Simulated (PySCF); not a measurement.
## How the method changes the constants of AlIn⁺

State: ²Σ⁺ (doublet), unpaired electrons σ ↑. Set-up: basis Al x2c-SVPall, In x2c-SVPall; spin-free X2C with a Gaussian nucleus; PySCF 2.14. De refers to Al + In⁺ in their high-spin ground configurations, without counterpoise correction. The functionals are run spin-unrestricted. A positive dipole points towards In; it is taken about the centre of mass and depends on that origin.

```
      Level  Re (Å)  ωe (cm⁻¹)  De (eV)  μ (D)
        UHF   3.537        104     0.93  -4.31
    UHF-MP2   3.432        110     1.06    n/a
UHF-SCS-MP2   3.465        106     1.01    n/a
   UHF-CCSD   3.438        110     1.05    n/a
UHF-CCSD(T)   3.422        112     1.07    n/a
        PBE   3.493       95.5     1.33  -4.41
       TPSS   3.482       98.6     1.24  -4.16
     r²SCAN   3.446       99.5     1.32  -4.47
    r²SCANh   3.430        103     1.31  -4.46
      B3LYP   3.527       94.6     1.26  -4.54
       PBE0   3.432        105     1.26  -4.31
```

Problem. Which functional lies closest to UHF-CCSD(T) in De, which farthest, and by how much do they differ from it?

Solution. Closest is TPSS (+6.0 pm in Re, -12.0 % in ωe, +0.17 eV in De against UHF-CCSD(T) in the same basis), farthest PBE (+7.1 pm in Re, -14.7 % in ωe, +0.26 eV in De). CCSD(T) converges more slowly with the basis than the functionals do and binds too weakly in this one, so the order can change at the basis-set limit.

Problem. What does a quarter of exact exchange do here, going from PBE to PBE0?

Solution. PBE0 less PBE: -6.1 pm in Re, +9.9 % in ωe, -0.07 eV in De. Exact exchange removes part of the self-interaction that spreads semilocal densities, and in most molecules shortens and stiffens the bond and lowers De; so it does here.

Problem. What does the triples do here, going from UHF-CCSD to UHF-CCSD(T)?

Solution. UHF-CCSD(T) less UHF-CCSD: -1.6 pm in Re, +1.8 % in ωe, +0.02 eV in De. Correlation nearly always deepens the well. The bond shortens, as in weak, metallic or heavy-atom bonds, where dispersion and the correlation of outer-core electrons pull the atoms together.

Correlated steps freeze 23 core orbitals. Correlated levels converge slowly with the basis: in double zeta they bind strong bonds too weakly, by up to about 1 eV, and carry superposition errors of some tenths. Spin–orbit coupling is left out, which matters for elements this heavy, above all for dissociation energies. For an ion De counts to the pair picked by the measured ionisation energies or electron affinities, which need not be the lowest pair at this level. The state was picked by a PBE0 search and need not be the measured ground state.

The whole job (state search and all levels along the bond) took about 1.6 min on 1 thread of Intel Xeon 6975P-C (shared host), peak memory 0.64 GiB.
